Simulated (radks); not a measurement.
Task: Ni8+, 20 electrons, occupied as [Ne] 3s2 3p4 3d2 4s2 (not the ground configuration). Calculated with a radial shooting solver on a logarithmic mesh with Libxc functionals: Dirac Kohn-Sham, SOGGA, spin-unpolarised, spherical densities, point nucleus; open shells fill j = l - 1/2 first.

Spin-orbit splittings of the eigenvalues, e(l+1/2) - e(l-1/2), with zeta = 2 splitting/(2l+1) and mean radii in bohr:

| shell | occ. | splitting (eV) | zeta (eV) | <r> j=l-1/2 | <r> j=l+1/2 |
|---|---|---|---|---|---|
| 2p | 6 | 17.53 | 11.69 | 0.2125 | 0.2157 |
| 3p | 4 | 2.924 | 1.950 | 0.6773 | 0.6837 |
| 3d | 2 | ? | ? | 0.6608 | 0.6626 |

Estimate the 3d splitting.

Result: 0.4728 eV (zeta = 0.1891 eV).
